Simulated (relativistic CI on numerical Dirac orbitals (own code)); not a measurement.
# Crystal-field levels of Cu²⁺, 3d9

Calculated by Dirac-Coulomb-Breit CI, orbitals from a KLI potential per configuration, QED by a radiative potential, one configuration in a parametric crystal field, unscaled Slater integrals (own radial code).

Field parameters in Wybourne normalisation: Oh B⁴₀ = 21Dq, B⁴₄ = √(5/14) B⁴₀. The field is a parameter set, without covalency.

S is read from ⟨S²⟩ = S(S + 1).

Levels (cm⁻¹, degeneracy): 0 (4), 2694 (2), 4151 (4).

Question: Which field gives this pattern?
A. Oh, 10Dq = 31850 cm⁻¹
B. Oh, 10Dq = 3250 cm⁻¹
C. Oh, 10Dq = 18850 cm⁻¹
D. Oh, 10Dq = 26650 cm⁻¹

Answer: B. Oh, 10Dq = 3250 cm⁻¹, ground level with S = 0.50.
